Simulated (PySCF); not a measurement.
C5H9BO2.
Structure used (PBE0-D3(BJ)/def2-SVP), in Å, numbered top down from 1:
```
atom  x, y, z in Å
C1    -3.031    0.167    1.078
C2    -2.329    0.088   -0.052
C3    -1.206   -0.878   -0.299
C4     0.091   -0.188   -0.597
C5     1.236   -0.339    0.085
B6     2.539    0.439   -0.279
O7     3.651    0.436    0.519
O8     2.586    1.167   -1.429
H9    -2.824   -0.499    1.922
H10   -3.838    0.895    1.201
H11   -2.561    0.777   -0.875
H12   -1.471   -1.506   -1.172
H13   -1.091   -1.556    0.562
H14    0.084    0.504   -1.450
H15    1.224   -1.028    0.942
H16    3.535   -0.086    1.317
H17    3.431    1.620   -1.519
```

All values: PBE0/pcSseg-1 and B3LYP/def2-SVPD (PySCF, non-relativistic), on one gas-phase PBE0-D3(BJ)/def2-SVP geometry that isn't relaxed in the solvent. The solvent is an IEF-PCM continuum (van der Waals radii × 1.2). Only the electrostatic response of the medium enters.

Gas phase at PBE0/pcSseg-1: HOMO -7.46 eV, LUMO -0.58 eV, dipole 1.16 D.

Question: What does the continuum do to the energy, the frontier levels and the dipole at PBE0/pcSseg-1 in benzene and chloroform?

Answer: 
| solvent | ε | E(solvent) − E(gas) (kcal/mol) | polarisation term (kcal/mol) | distortion of the solute (kcal/mol) | HOMO (eV) | LUMO (eV) | dipole (D) |
| --- | --- | --- | --- | --- | --- | --- | --- |
| benzene | 2.271 | -3.58 | -3.71 | 0.13 | -7.45 | -0.57 | 1.30 |
| chloroform | 4.711 | -5.77 | -6.12 | 0.35 | -7.46 | -0.58 | 1.41 |

Polarisation term: ½ Σ q·V over the induced surface charges. Distortion: the rise of the solute's own energy as its density leaves the gas-phase optimum. From benzene to chloroform the lowering changes by a factor 1.61, Onsager's factor (ε − 1)/(2ε + 1) by 1.55 and ε itself by 2.1.

Question: Which radius a makes the point-dipole formula ΔE = −[(ε − 1)/(2ε + 1)]·μ²/a³ give the value in chloroform, with the gas-phase dipole?

Answer: μ = 0.455 au and |ΔE| = 0.00919 Eh give a = 1.06 Å; the farthest nucleus lies 4.12 Å from the centroid of the nuclei, so such a sphere wouldn't even hold the nuclei. The formula assumes a rigid point dipole at the centre of a sphere.

Question: Give the dipole vector in the frame of the coordinates (D, pointing from negative to positive charge), gas and chloroform.

Answer: Gas (-0.03, -0.64, 0.96), solvent (-0.01, -0.83, 1.15). Its length changes by +22 % and its direction by 2°.

Question: Which Hirshfeld charges (PBE0/pcSseg-1) respond most in benzene (means over atoms taken as equivalent)?

Answer: 
| atoms | environment | gas (e) | solvent (e) | change |
| --- | --- | --- | --- | --- |
| H16/H17 | hydroxyl hydrogen | +0.178 | +0.184 | +0.006 |
| O7/O8 | boron-bound oxygen | -0.261 | -0.266 | -0.005 |
| C1 | terminal =CH2 carbon | -0.107 | -0.111 | -0.004 |
| H15 | vinylic hydrogen | +0.031 | +0.034 | +0.003 |
| H12/H13 | methylene hydrogen | +0.047 | +0.049 | +0.002 |
| B6 | three-coordinate boron | +0.230 | +0.227 | -0.003 |
| C4 | alkene CH carbon | -0.013 | -0.015 | -0.002 |
| C5 | alkene CH carbon | -0.146 | -0.148 | -0.002 |
| H11 | vinylic hydrogen | +0.045 | +0.047 | +0.002 |
| C2 | alkene CH carbon | -0.036 | -0.037 | -0.001 |
| H9 | vinylic hydrogen | +0.043 | +0.044 | +0.001 |
| H10 | vinylic hydrogen | +0.046 | +0.047 | +0.001 |

Gas phase at B3LYP/def2-SVPD: HOMO -7.27 eV, LUMO -0.90 eV, dipole 1.13 D.

Question: What does the continuum do to the energy, the frontier levels and the dipole at B3LYP/def2-SVPD in benzene?

Answer: 
| solvent | ε | E(solvent) − E(gas) (kcal/mol) | polarisation term (kcal/mol) | distortion of the solute (kcal/mol) | HOMO (eV) | LUMO (eV) | dipole (D) |
| --- | --- | --- | --- | --- | --- | --- | --- |
| benzene | 2.271 | -3.32 | -3.47 | 0.15 | -7.24 | -0.87 | 1.29 |

Question: How does the static polarisability (B3LYP/def2-SVPD, frozen core, with the continuum's full static response) change?

Answer: 
```json
{"medium": "gas", "isotropic (au)": "87.0", "principal values (au)": "66.3, 81.1, 113.5", "⟨r²⟩ of the electrons (bohr²)": "1587.5"}
{"medium": "benzene", "isotropic (au)": "98.2", "principal values (au)": "75.3, 93.4, 125.9", "⟨r²⟩ of the electrons (bohr²)": "1587.2"}
```

The isotropic value in benzene is 1.13 times the gas-phase one; no cavity-field correction is applied. ⟨r²⟩ is taken about the centre of nuclear charge.
